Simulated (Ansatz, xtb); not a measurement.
# Ligand exchange: CH6O3Si + SiH3F → CH8O2Si2 + HOF

Species: CH6O3Si `CO[SiH](O)O`, singlet; SiH3F `F[SiH3]`, singlet; CH8O2Si2 `CO[SiH](O)[SiH3]`, singlet; HOF (hypofluorous acid) `OF`, singlet. The partners trade OH for SiH3: Si–OH and F–SiH3 bonds give way to Si–SiH3 and F–OH.

Shapes, held fixed at every level: PBE0-D4/def2-TZVP. Flexible molecules stand in one conformer, not always the lowest. Programs: Ansatz 0.2.0, xtb 6.7.1, xtb 6.7.1 later snapshot. The zero-point and thermal change to 298 K, harmonic and unscaled (PBE0-D4/def2-TZVP), is -4.3 kJ/mol.

```csv
level,kind,ΔH(298 K) (kJ/mol),less CCSD(T)/CBS estimate
GFN2-xTB,semi-empirical,+643.9,-36.8
HF/def2-SVP,Hartree–Fock,+692.3,+11.6
HF/def2-TZVPP,Hartree–Fock,+730.2,+49.5
r2SCAN-D4/def2-TZVPP,meta-GGA,+656.3,-24.4
PBE0-D4/def2-TZVPP,global hybrid,+640.9,-39.8
r2SCAN0-D4/def2-TZVPP,global hybrid,+678.3,-2.4
B2PLYP/def2-TZVPP,double hybrid,+677.2,-3.5
CCSD/def2-SVP,coupled cluster or CI,+640.3,-40.4
CCSD(T)/CBS estimate,coupled cluster or CI,+680.7,0.0
```

The highest level, CCSD(T)/CBS estimate, gives ΔH(298 K) = +680.7 kJ/mol; the levels span +640.3 to +730.2. The column of differences is taken from that level and isn't an error. No measured value is set beside it here. The CBS estimate extrapolates MP2 from def2-TZVPP and def2-QZVPP and adds CCSD(T) − MP2 in the triple-zeta set, cores frozen.
